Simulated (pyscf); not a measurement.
# HO–SiH₂–AsH–OH (SMILES O[SiH2][AsH]O), singlet

Gas-phase minimum from PySCF at ωB97X-D3(BJ)/def2-SVP, one conformer. 

```
Si
O 1 1.6726
H 2 0.9626 1 117.64
H 1 1.4919 2 111.82 3 56.01
H 1 1.4938 4 108.22 2 123.66
As 1 2.3452 4 110.41 5 117.46
H 6 1.5242 1 93.56 4 49.07
O 6 1.8244 7 97.20 1 90.04
H 8 0.9644 6 107.90 7 127.28
```
Charge 0, spin multiplicity 1.

Properties at ωB97X-D3(BJ)/def2-SVP:

| Quantity | Value |
|---|---|
| Harmonic wavenumbers, unscaled | 69, 103, 170, 192, 232, 413, 472, 662, 711, 726, 768, 823, 859, 938, 996, 1045, 2230, 2239, 2248, 3894, 3931 cm⁻¹ |
| Zero-point energy | 33.9 kcal/mol |
| Rotational symmetry number | 1 |
| Entropy of this conformer at 298 K and 1 atm, rigid rotor and harmonic oscillator, modes under 100 cm⁻¹ raised to 100 | 353.7 J/(mol K) |
| Dipole moment | 0.99 D |

Single-point totals, which compare only within one level:

```tsv
level	total energy (hartree)
ωB97X-D3(BJ)/def2-TZVP	-2678.94501
PBE/def2-TZVP	-2678.29822
r²SCAN/def2-TZVP	-2678.83806
B3LYP-D3(BJ)/def2-TZVP	-2679.02809
PBE0-D3(BJ)/def2-TZVP	-2678.39679
M06-2X/def2-TZVP	-2678.87551
ωB97M-D3(BJ)/def2-TZVP	-2679.03588
```

Soft torsions are taken as harmonic, which can shift the entropy by several J/(mol K). Elements up to Kr have no core potential and no relativistic terms here.
